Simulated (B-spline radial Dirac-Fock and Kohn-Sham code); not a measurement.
# What relativity does to the binding energies of Gd²¹⁺

System: Gd²¹⁺ in the configuration 1s2 2s2 2p6 3s2 3p6 3d10 4s2 4p6 4d7.

Both columns are ΔSCF binding energies of the configuration average from a radial atomic solver: non-relativistic Hartree-Fock with a point nucleus, and Dirac-Fock with a finite nucleus and the Coulomb interaction alone, averaged over the two j levels with weights 2j+1.

```tsv
shell	Hartree-Fock (eV)	Dirac-Fock (eV)	shift (eV)	shift (%)
1s	48075.0	51064.0	+2989.04	+6.22
2s	8250.1	9019.4	+769.30	+9.32
2p	7859.4	8104.4	+244.95	+3.12
3s	2313.9	2496.3	+182.43	+7.88
3p	2140.0	2204.5	+64.49	+3.01
4s	887.3	937.6	+50.33	+5.67
4p	813.1	831.1	+17.98	+2.21
4d	685.8	683.4	-2.42	-0.35
```

Relativity binds 1s, 2s, 2p, 3s, 3p, 4s, 4p more strongly, among those listed most of all 2s in relative terms, and 4d more weakly, because the contracted s and p shells screen the nucleus better.

Values without a named source are computed, but for edge energies of neutral atoms, which are taken from tables.
